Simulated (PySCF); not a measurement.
**How methods differ on the ionisation energy of Tl**

Tl [Xe] 4f14 5d10 6s2 6p1 (2P) → Tl⁺ [Xe] 4f14 5d10 6s2 (1S), as a difference of total energies. Calculation: PySCF 2.14, in aug-cc-pVDZ-PP with ECP60MDF (5s4p3d, 32 functions); scalar relativity through the core potential. Correlated levels: valence: 5s2 5p6 5d10 frozen. The calculations carry no spin-orbit coupling.

```tsv
method	ionisation energy (eV)
UHF	4.999
LDA	5.577
BP86	5.547
MP2 (valence)	5.127
SCS-MP2 (valence)	5.105
CCSD (valence)	5.175
CCSD(T) (valence)	5.183
```

Errors of the correlated levels include the incompleteness of this basis and the frozen core.

Which method comes closest to the reference value, and which is furthest?

The reference is 5.464 eV (measured; NIST levels, between the centres of gravity of the two terms). Closest: BP86 (error 0.083 eV); furthest: UHF (error -0.465 eV).
